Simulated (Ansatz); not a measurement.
`[SeH][SiH2][TeH]` + `BO` → `OB[TeH]` + `[SiH3][SeH]`  (formal exchange of groups at a Te–Si bond)

Isolated molecules relaxed with PBE0-D4/def2-TZVP in Ansatz; ΔE leaves out vibrations. CCSD(T)/CBS adds triple-zeta CCSD(T) − MP2 to the extrapolated MP2 energy (def2 sets, frozen cores). This one scheme is used for every species. Functionals use def2-TZVPP. HSE06 is defined as in plane-wave codes. def2 core potentials past Kr. For Se, Te outer-core shells are correlated without core-valence functions, which leaves a few kJ/mol of doubt a bond. Scalar relativity is left out up to krypton. Each species was taken in one conformer, which may not be the lowest.

`[SeH][SiH2][TeH]`:

Cartesian coordinates in Å:
```
Se 1.131 1.312 0.870
Si 0.131 -0.542 0.002
Te -2.326 -0.309 0.289
H 2.425 1.012 0.235
H 0.518 -0.697 -1.421
H 0.479 -1.779 0.747
H -2.358 1.004 -0.722
```

`BO`:

```xyz
5

B     0.066   -0.411    0.064
O     0.109    0.756   -0.610
H     0.543   -1.364   -0.479
H    -0.431   -0.470    1.156
H    -0.287    1.489   -0.131
```

`OB[TeH]`:

```xyz
6

O    -1.258   -0.122   -1.001
B    -0.464   -0.066    0.087
Te    1.683    0.226   -0.020
H    -0.823   -0.025   -1.851
H    -0.971   -0.183    1.160
H     1.834    0.171    1.625
```

`[SiH3][SeH]`:

Cartesian coordinates in Å:
```
Si 0.506 0.032 -0.274
Se -1.312 0.809 0.861
H 1.279 -0.939 0.539
H 1.329 1.235 -0.543
H 0.112 -0.611 -1.552
H -1.914 -0.527 0.969
```

```json
{"level": "r2SCAN0-D4", "ΔE (kcal/mol)": "2.4"}
{"level": "HSE06", "ΔE (kcal/mol)": "2.2"}
```

Question: What does CCSD(T)/CBS give? (Best estimate.)

Answer: Ansatz gave: +3.1 kcal/mol. The listed levels differ from it by -0.7, -0.9 kcal/mol.

Largest T1 diagnostic among the species: 0.014.

Leaving LDA and LC-ωPBE aside and taking each functional with its dispersion term where it has one, the values, not all of them listed here, spread over 2.5 kcal/mol, from r2SCAN-D4 to BHLYP-D4. LDA lies −0.8 kcal/mol from PBE without D4. The D4 term adds +1.3 kcal/mol with B3LYP and +0.7 kcal/mol with PBE0; it sums over pairs of atoms, weighted by their polarisabilities, and B3LYP, whose exchange is more repulsive, gets the larger term.

B3LYP here is the variant with VWN-RPA as its local correlation; programs differ in this.
